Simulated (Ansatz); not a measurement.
Basis-set series for `BOC=N`. The species carries charge 0 and has multiplicity 1. The structure was optimised at the PBE0-D4/def2-TZVP level. It is one conformer, not always the lowest.

```xyz
8

B     0.8512   -0.0381    1.2273
O     0.2627   -0.8208    0.2811
C    -0.4038   -0.3191   -0.7872
N    -1.1431    0.6870   -0.6920
H     0.9638    1.1363    1.0499
H     1.2699   -0.6154    2.1845
H    -0.2296   -0.9308   -1.6751
H    -1.5710    0.9009   -1.5885
```

```csv
functional,basis,functions,energy (Eh),HOMO (eV),LUMO (eV)
PBE0-D4,def2-SVP,76,-194.97063,-8.34,-0.78
PBE0-D4,def2-TZVPP,180,-195.19555,-8.51,-0.95
ωB97M-V,def2-SVP,76,-195.11729,-10.76,1.39
ωB97M-V,def2-TZVPP,180,-195.35081,-10.95,1.05
```

Question: Give the rows for def2-QZVPP. (Estimate.)

Answer: Ansatz gave: 
| functional | basis | functions | energy (Eh) | HOMO (eV) | LUMO (eV) |
| --- | --- | --- | --- | --- | --- |
| PBE0-D4 | def2-QZVPP | 348 | -195.20686 | -8.55 | -1.00 |
| ωB97M-V | def2-QZVPP | 348 | -195.36150 | -10.99 | 0.89 |

Positive LUMOs are unbound and depend on the basis.
